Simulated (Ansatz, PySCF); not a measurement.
Species: SnH2, charge 0, multiplicity 1. SMILES: [SnH2]
Structure (B3LYP-D3(BJ)/def2-TZVP (Ansatz, an electronic-structure program) minimum search):
```xyz
3

Sn     0.0062     0.0000     0.0478
H     -0.1481    -1.2656    -1.1952
H     -0.1642     1.2649    -1.1939
```

Property: vertical ionisation energy (to the doublet state of charge +1; each state is the SCF solution reached for its spin; for the singlet the Hartree-Fock reference is unstable and T1 is 0.014), in eV. Correlated levels leave the core frozen unless marked. Open shells are spin-unrestricted. No spin-orbit coupling. Frozen are the shells of the preceding noble gas and the d and f shells that filled before the atom's block. Past Kr the def2 sets carry scalar-relativistic core potentials. CBS marks a two-point X^-3 extrapolation of the correlation energy; Hartree-Fock from the larger set.

```json
[
 {"level": "PBE0/def2-TZVPD", "program": "Ansatz", "vertical ionisation energy (eV)": "8.92"},
 {"level": "BHLYP/def2-TZVPD", "program": "Ansatz", "vertical ionisation energy (eV)": "8.92"},
 {"level": "M06-2X/def2-TZVPD", "program": "PySCF", "vertical ionisation energy (eV)": "___"},
 {"level": "CAM-B3LYP/def2-TZVPD", "program": "Ansatz", "vertical ionisation energy (eV)": "___"},
 {"level": "SCS-MP2/def2-SVPD", "program": "Ansatz", "vertical ionisation energy (eV)": "8.68"},
 {"level": "SCS-MP2/def2-TZVPPD", "program": "Ansatz", "vertical ionisation energy (eV)": "8.80"},
 {"level": "SCS-MP2/def2-QZVPPD", "program": "Ansatz", "vertical ionisation energy (eV)": "8.86"},
 {"level": "CCSD/def2-SVPD", "program": "Ansatz", "vertical ionisation energy (eV)": "___"},
 {"level": "CCSD/def2-TZVPPD", "program": "Ansatz", "vertical ionisation energy (eV)": "___"},
 {"level": "CCSD/def2-QZVPPD", "program": "Ansatz", "vertical ionisation energy (eV)": "8.86"},
 {"level": "CCSD(T)/CBS(def2-TZVPPD,def2-QZVPPD)", "program": "Ansatz", "vertical ionisation energy (eV)": "8.92"}
]
```

### Question
What belongs in the gaps?

### Answer

- M06-2X/def2-TZVPD, vertical ionisation energy (eV): 8.70
- CAM-B3LYP/def2-TZVPD, vertical ionisation energy (eV): 9.06
- CCSD/def2-SVPD, vertical ionisation energy (eV): 8.73
- CCSD/def2-TZVPPD, vertical ionisation energy (eV): 8.83
